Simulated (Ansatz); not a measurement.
Redistribution: C4H9Br + CH4S → C4H10S + CH3Br

Species: C4H9Br (2-bromo-2-methylpropane) `CC(C)(C)Br`, singlet; CH4S (methanethiol) `CS`, singlet; C4H10S (2-methyl-2-propanethiol) `CC(C)(C)S`, singlet; CH3Br (bromomethane) `CBr`, singlet. The partners trade Br for SH; both sit on C, so the bond types are kept.

Shapes, held fixed at every level: PBE0-D4/def2-TZVP. Flexible molecules stand in one conformer, not always the lowest. Programs: Ansatz 0.2.0. The zero-point and thermal change to 298 K, harmonic and unscaled (PBE0-D4/def2-TZVP), is 0.0 kJ/mol.

**What was measured.** Tabulated heats of formation (Active Thermochemical Tables, CRC Handbook of Chemistry and Physics): C4H9Br -132.4 (CRC); CH4S -22.9 (CRC); C4H10S -109.6 (CRC); CH3Br -36.4 (ATcT) kJ/mol, which give ΔH(298 K) = +9.3 kJ/mol.

| level | kind | ΔH (kJ/mol) | computed − measured |
| --- | --- | --- | --- |
| PBE-D4/def2-TZVPP | GGA | +10.0 | +0.7 |
| BHLYP-D4/def2-TZVPP | global hybrid | +10.6 | +1.2 |
| PBE0-D4/def2-TZVPP | global hybrid | +9.7 | +0.4 |
| MP2/def2-SVP | perturbation theory | +6.8 | -2.5 |
| CCSD(T)/def2-SVP | coupled cluster or CI | +6.3 | -3.0 |
| CCSD/def2-TZVPP | coupled cluster or CI | +9.8 | +0.5 |
| CCSD(T)/def2-TZVPP | coupled cluster or CI | +9.4 | +0.1 |

All levels lie within 4 kJ/mol, near the uncertainty of the heats themselves, so they can't be ranked here. The heats of C4H9Br come from older tables and can be uncertain by 10 kJ/mol or more. Relativity is left out for Br. Outer-core shells of Br are correlated, in sets that cover them unevenly.
